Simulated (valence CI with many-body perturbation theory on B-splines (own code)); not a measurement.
E1 line list for Lu37+

Method: relativistic CI+MBPT: six valence electrons over a frozen Dirac-Fock core [Ar] 3d10, a basis of 9 s, 9 p, 8 d, 6 f, 3 g, 1 h functions for each j, with the one-electron correlation potential Σ1, the two-electron term Σ2, the three-electron term Σ3, Breit, model QED; selected CI, second order for the rest, scaled by the run's own slope (own B-spline code, finite nucleus).

No measured spectrum was set against this ion. As an estimate, large intervals hold to a few tenths of a per cent, small ones and those within an open d or f shell to about a per cent. Among the levels kept, up to 630 cm⁻¹ of a level comes from second order outside the variational space, and about a tenth of that is noise between levels of different J, which matters for small intervals.

Lines 51 to 90 of 90 in falling wavelength, among levels below 2108000 cm⁻¹, chosen from the strongest by gf and those to the six lowest levels. Wavelengths and rates use the calculated energies. Electric multipoles are in the length gauge, E1 and E2 with the static RPA response of the core. Weak lines are less certain than strong ones. Lines between different terms over intervals too small for the method are left out, as are lines whose strength nearly cancels. The highest levels of a list are the least certain.

Levels are named by their leading jj configuration (3d3/2^4 stands for four electrons in 3d with j = 3/2), which in mixed levels can hold well under half, so a name can repeat and another be missing. Letters in brackets count levels of one name in rising energy.

```csv
λ vac (Å),Upper,Lower,A (s⁻¹),S (a.u.)
73.73,(4s^2 4p1/2 4p3/2^2 4d5/2) J=3 [b],(4s^2 4p1/2 4p3/2^3) J=2,1.49e+09,2.06e-03
73.25,(4s^2 4p1/2 4p3/2^2 4d5/2) J=2 [a],(4s^2 4p1/2 4p3/2^3) J=1,3.34e+09,3.24e-03
72.33,(4s^2 4p1/2 4p3/2^2 4d5/2) J=2 [b],(4s^2 4p1/2 4p3/2^3) J=2,1.64e+11,1.53e-01
71.92,(4s^2 4p1/2^2 4p3/2 4d5/2) J=3,(4s^2 4p1/2^2 4p3/2^2) J=2,3.47e+11,4.46e-01
71.67,(4s^2 4p1/2^2 4p3/2 4d5/2) J=1,(4s^2 4p1/2^2 4p3/2^2) J=2,1.79e+11,9.77e-02
71.66,(4s^2 4p1/2 4p3/2^2 4d5/2) J=1 [b],(4s^2 4p1/2 4p3/2^3) J=2,9.62e+09,5.24e-03
71.22,(4s 4p1/2^2 4p3/2^3) J=2,(4s^2 4p1/2^2 4p3/2^2) J=2,3.27e+11,2.91e-01
70.93,(4s 4p1/2^2 4p3/2^3) J=1,(4s^2 4p1/2^2 4p3/2^2) J=0,3.00e+11,1.59e-01
70.62,(4s^2 4p1/2 4p3/2^2 4d5/2) J=3 [c],(4s^2 4p1/2 4p3/2^3) J=2,4.74e+11,5.76e-01
70.58,(4s^2 4p1/2 4p3/2^2 4d5/2) J=2 [b],(4s^2 4p1/2 4p3/2^3) J=1,2.19e+11,1.90e-01
69.94,(4s^2 4p1/2 4p3/2^2 4d5/2) J=1 [b],(4s^2 4p1/2 4p3/2^3) J=1,4.25e+11,2.15e-01
69.61,(4s 4p1/2 4p3/2^4) J=0,(4s^2 4p1/2 4p3/2^3) J=1,4.95e+11,8.24e-02
69.34,(4s^2 4p1/2 4p3/2^2 4d5/2) J=2 [c],(4s^2 4p1/2 4p3/2^3) J=2,3.72e+11,3.06e-01
67.74,(4s 4p1/2^2 4p3/2^3) J=1,(4s^2 4p1/2^2 4p3/2^2) J=2,1.20e+11,5.52e-02
67.73,(4s^2 4p1/2 4p3/2^2 4d5/2) J=2 [c],(4s^2 4p1/2 4p3/2^3) J=1,5.30e+11,4.07e-01
67.52,(4s 4p1/2 4p3/2^4) J=1,(4s^2 4p1/2 4p3/2^3) J=2,9.23e+11,4.21e-01
65.99,(4s 4p1/2 4p3/2^4) J=1,(4s^2 4p1/2 4p3/2^3) J=1,5.27e+07,2.24e-05
60.95,(4s^2 4p1/2 4p3/2^2 4d3/2) J=1 [a],(4s^2 4p1/2^2 4p3/2^2) J=0,1.31e+10,4.38e-03
58.58,(4s^2 4p1/2 4p3/2^2 4d3/2) J=1 [a],(4s^2 4p1/2^2 4p3/2^2) J=2,1.82e+10,5.40e-03
58.50,(4s^2 4p1/2 4p3/2^2 4d3/2) J=2 [a],(4s^2 4p1/2^2 4p3/2^2) J=2,5.85e+09,2.89e-03
57.59,(4s^2 4p1/2 4p3/2^2 4d3/2) J=3 [a],(4s^2 4p1/2^2 4p3/2^2) J=2,1.14e+10,7.54e-03
55.89,(4s^2 4p1/2 4p3/2^2 4d5/2) J=1 [a],(4s^2 4p1/2^2 4p3/2^2) J=0,2.31e+09,5.97e-04
55.25,(4s^2 4p1/2 4p3/2^2 4d3/2) J=2 [b],(4s^2 4p1/2^2 4p3/2^2) J=2,7.28e+10,3.03e-02
54.99,(4s^2 4p1/2 4p3/2^2 4d3/2) J=1 [b],(4s^2 4p1/2^2 4p3/2^2) J=0,1.19e+10,2.94e-03
54.51,(4s^2 4p1/2 4p3/2^2 4d5/2) J=3 [a],(4s^2 4p1/2^2 4p3/2^2) J=2,4.88e+10,2.73e-02
53.89,(4s^2 4p1/2 4p3/2^2 4d5/2) J=1 [a],(4s^2 4p1/2^2 4p3/2^2) J=2,2.24e+07,5.19e-06
53.20,(4s^2 4p1/2 4p3/2^2 4d3/2) J=1 [c],(4s^2 4p1/2^2 4p3/2^2) J=0,1.25e+12,2.78e-01
53.10,(4s^2 4p1/2 4p3/2^2 4d3/2) J=2 [c],(4s^2 4p1/2^2 4p3/2^2) J=2,1.37e+12,5.07e-01
53.05,(4s^2 4p1/2 4p3/2^2 4d3/2) J=1 [b],(4s^2 4p1/2^2 4p3/2^2) J=2,1.45e+12,3.21e-01
53.00,(4s^2 4p1/2 4p3/2^2 4d3/2) J=3 [b],(4s^2 4p1/2^2 4p3/2^2) J=2,1.36e+12,6.99e-01
51.38,(4s^2 4p1/2 4p3/2^2 4d3/2) J=1 [c],(4s^2 4p1/2^2 4p3/2^2) J=2,3.98e+10,7.98e-03
51.19,(4s^2 4p1/2 4p3/2^2 4d5/2) J=1 [b],(4s^2 4p1/2^2 4p3/2^2) J=0,2.30e+11,4.56e-02
51.14,(4s^2 4p1/2 4p3/2^2 4d5/2) J=2 [a],(4s^2 4p1/2^2 4p3/2^2) J=2,3.27e+09,1.08e-03
50.48,(4s^2 4p1/2 4p3/2^2 4d5/2) J=3 [b],(4s^2 4p1/2^2 4p3/2^2) J=2,2.70e+08,1.20e-04
49.82,(4s^2 4p1/2 4p3/2^2 4d5/2) J=2 [b],(4s^2 4p1/2^2 4p3/2^2) J=2,5.21e+10,1.59e-02
49.50,(4s^2 4p1/2 4p3/2^2 4d5/2) J=1 [b],(4s^2 4p1/2^2 4p3/2^2) J=2,5.45e+10,9.78e-03
49.04,(4s 4p1/2 4p3/2^4) J=1,(4s^2 4p1/2^2 4p3/2^2) J=0,1.45e+07,2.53e-06
49.00,(4s^2 4p1/2 4p3/2^2 4d5/2) J=3 [c],(4s^2 4p1/2^2 4p3/2^2) J=2,4.13e+10,1.68e-02
48.38,(4s^2 4p1/2 4p3/2^2 4d5/2) J=2 [c],(4s^2 4p1/2^2 4p3/2^2) J=2,2.31e+10,6.46e-03
47.49,(4s 4p1/2 4p3/2^4) J=1,(4s^2 4p1/2^2 4p3/2^2) J=2,1.36e+10,2.16e-03
```
